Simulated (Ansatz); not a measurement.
Geometry optimisation, RKS PBE0-D4/6-31G* (Ansatz 0.2.0).

The input (input.yaml):

```yaml
crystal:
  periodic: [false, false, false]
  atoms:
    - { symbol: C, position_ang: [-1.7084, 0.5436, 0.4389] }
    - { symbol: Si, position_ang: [0.0356, 0.3331, -0.0145] }
    - { symbol: Al, position_ang: [1.6322, 0.267, 1.6789] }
    - { symbol: B, position_ang: [0.2523, -1.4258, -1.0239] }
    - { symbol: C, position_ang: [0.4335, -0.0486, -1.7254] }
    - { symbol: H, position_ang: [-1.8554, 1.5064, 1.0638] }
    - { symbol: H, position_ang: [-2.1028, -0.2953, 0.9847] }
    - { symbol: H, position_ang: [-2.3135, 0.7412, -0.5058] }
    - { symbol: H, position_ang: [2.95632, 1.24106, 1.66353] }
    - { symbol: H, position_ang: [1.52578, -0.8072, 2.88992] }
    - { symbol: H, position_ang: [0.0917, -2.6136, -1.0426] }
    - { symbol: H, position_ang: [1.5109, 0.1287, -1.9739] }
    - { symbol: H, position_ang: [-0.4012, 0.2602, -2.4588] }
basis:
  gaussian: { orbitals: "6-31G*" }
hamiltonian:
  xc: pbe0
  dispersion: d4
relax:
  f_tol: 0.015
  max_steps: 40
output:
  orbitals: {}
```

Run as:

```bash
$ ansatz run input.yaml --threads 2 --pin off --max-ram 3072MiB --backend cpu --events-out ev --progress --plain --runs-dir out
```

Where does it end, and by what steps?

The forces met the threshold. The force dipped under the threshold on the way, but the program's further checks kept it going. After 25 steps the energy has fallen by 1.034 eV; H10 moved furthest, 1.43 Å.

| step | energy less start (eV) | largest force component (eV/Å) | accepted |
| --- | --- | --- | --- |
| 0 | 0.0000 | 2.829 | yes |
| 1 | -0.5984 | 1.472 | yes |
| 2 | -0.7580 | 0.235 | yes |
| 3 | -0.8160 | 0.283 | yes |
| 4 | -0.8636 | 0.177 | yes |
| 5 | -0.9050 | 0.305 | yes |
| 6 | -0.9356 | 0.274 | yes |
| 7 | -0.9528 | 0.307 | yes |
| 8 | -0.9630 | 0.328 | yes |
| 9 | -0.9503 | 0.817 | no |
| 10 | -0.9885 | 0.084 | yes |
| 11 | -0.9981 | 0.149 | yes |
| 12 | -1.0091 | 0.199 | yes |
| 13 | -1.0142 | 0.357 | yes |
| 14 | -0.9988 | 0.343 | no |
| 15 | -1.0275 | 0.190 | yes |
| 16 | -1.0292 | 0.223 | yes |
| 17 | -1.0270 | 0.164 | no |
| 18 | -1.0327 | 0.048 | yes |
| 19 | -1.0330 | 0.025 | yes |
| 20 | -1.0327 | 0.098 | no |
| 21 | -1.0332 | 0.015 | yes |
| 22 | -1.0334 | 0.014 | yes |
| 23 | -1.0335 | 0.013 | yes |
| 24 | -1.0334 | 0.027 | no |
| 25 | -1.0335 | 0.008 | yes |

```xyz
13
Properties=species:S:1:pos:R:3
C -1.917 0.312 0.579
Si -0.137 -0.231 0.216
Al 1.691 0.317 1.676
B 0.138 -1.365 -1.333
C 0.754 -0.042 -1.648
H -2.012 1.403 0.559
H -2.217 -0.031 1.575
H -2.616 -0.109 -0.150
H 3.146 0.343 1.017
H 1.513 0.578 3.241
H -0.479 -2.159 -1.973
H 1.707 0.298 -1.238
H 0.487 0.517 -2.548
```

Whether the end is a true minimum wasn't checked by a vibrational analysis.

Run time: 52 s on 2 threads of Intel(R) Xeon(R) 6975P-C (Granite Rapids), on a shared host, peak memory 0.23 GiB.
